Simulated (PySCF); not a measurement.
Species: C3H11FOSi2.
Numbering: `[CH3:1][O:2][Si@@H:3]([F:4])[CH2:5][CH2:6][SiH3:7]` (hydrogens: H8, H9, H10 on C1; H11 on Si3; H12, H13 on C5; H14, H15 on C6; H16, H17, H18 on Si7)

All values: CAM-B3LYP/def2-SVPD (PySCF, non-relativistic), on one gas-phase PBE0-D3(BJ)/def2-SVP geometry that isn't relaxed in the solvent. The solvent is an IEF-PCM continuum (cavity from Bondi-type radii × 1.2), and excitations are vertical TDDFT with non-equilibrium linear response and a frozen core. Only the electrostatic response of the medium enters.

Gas-phase singlets (H = HOMO, L = LUMO):

| state | E (eV) | λ (nm) | f | leading configurations |
| --- | --- | --- | --- | --- |
| S1 | 7.792 | 159 | 0.016 | H→L 76%, H-1→L 10% |
| S2 | 8.043 | 154 | 0.006 | H-1→L+1 49%, H→L+1 34% |
| S3 | 8.213 | 151 | 0.007 | H→L+3 38%, H→L+2 33% |
| S4 | 8.362 | 148 | 0.034 | H-2→L 54%, H-2→L+1 12% |
| S5 | 8.483 | 146 | 0.004 | H-2→L+1 20%, H-3→L+1 16% |

Problem. What are the lowest 5 singlets in benzene (ε = 2.271)?

Solution. 
| state | E (eV) | λ (nm) | f | leading configurations | change by rank (eV) |
| --- | --- | --- | --- | --- | --- |
| S1 | 7.780 | 159 | 0.025 | H→L 70%, H→L+1 10% | -0.012 |
| S2 | 8.017 | 155 | 0.006 | H-1→L+1 48%, H→L+1 33% | -0.026 |
| S3 | 8.188 | 151 | 0.007 | H→L+3 54%, H→L+2 15% | -0.025 |
| S4 | 8.346 | 149 | 0.047 | H-2→L 43%, H-2→L+1 21% | -0.016 |
| S5 | 8.459 | 147 | 0.009 | H-3→L+1 14%, H-2→L 13% | -0.024 |

Problem. How do the frontier levels move from gas to benzene?

Solution. 
| orbital | gas (eV) | solvent (eV) | change (eV) | Löwdin shares, gas | Löwdin shares, solvent |
| --- | --- | --- | --- | --- | --- |
| LUMO+2 | 1.67 | 1.71 | +0.04 | Si7 24 %, Si3 11 %, O2 8 %, H11 8 % | Si7 33 %, H17 10 %, H18 9 %, H16 8 % |
| LUMO+1 | 1.30 | 1.38 | +0.08 | C1 27 %, Si3 20 %, O2 10 %, H10 9 % | C1 24 %, Si3 20 %, O2 10 %, F4 8 % |
| LUMO | 1.10 | 1.19 | +0.09 | Si7 24 %, C6 14 %, H14 9 %, C5 8 % | Si7 26 %, C6 12 %, Si3 9 %, H14 8 % |
| HOMO | -9.74 | -9.66 | +0.08 | C6 18 %, C5 17 %, O2 13 %, Si7 10 % | C6 18 %, C5 17 %, O2 12 %, Si7 11 % |
| HOMO-1 | -10.19 | -10.11 | +0.08 | O2 45 %, C1 13 %, C6 8 %, H8 6 % | O2 45 %, C1 14 %, C6 8 %, H8 7 % |
| HOMO-2 | -10.31 | -10.23 | +0.08 | O2 17 %, C6 16 %, C5 14 %, Si7 11 % | C6 16 %, O2 16 %, C5 15 %, Si7 10 % |
| HOMO-3 | -10.61 | -10.55 | +0.06 | O2 27 %, Si7 15 %, H18 10 %, C1 9 % | O2 30 %, Si7 12 %, C1 11 %, H18 8 % |

The HOMO–LUMO gap goes from 10.84 to 10.85 eV. Rows go by rank; for LUMO+2 the atom shares or the degeneracy differ between the runs, so the row needn't follow one orbital.

Conformer computed: `[CH3:1][O:2][Si@@H:3]([F:4])[CH2:5][CH2:6][SiH3:7]`: C1–O2–Si3–F4 64°, O2–Si3–C5–C6 175°, Si3–C5–C6–Si7 62°.
